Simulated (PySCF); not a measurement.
## Ne⁺: ionisation energy

Ne⁺ [He] 2s2 2p5 (2P) → Ne²⁺ [He] 2s2 2p4 (3P), as a difference of total energies. Calculation: PySCF 2.14, in aug-cc-pCVQZ-DK (9s8p6d4f2g, 109 functions); scalar relativity by spin-free X2C-1e. Correlated levels: valence: 1s2 frozen; valence and next inner shell: nothing frozen. The calculations carry no spin-orbit coupling.

Q: Order these methods by the ionisation energy they give, lowest first.
A. UHF
B. r2SCAN
C. PBE0
D. LDA

A: A (39.248 eV), C (40.988 eV), B (41.118 eV), D (41.427 eV).

Errors of the correlated levels include the incompleteness of this basis and the frozen core.

For comparison: 40.963 eV (measured; NIST Atomic Spectra Database, ionization energies).
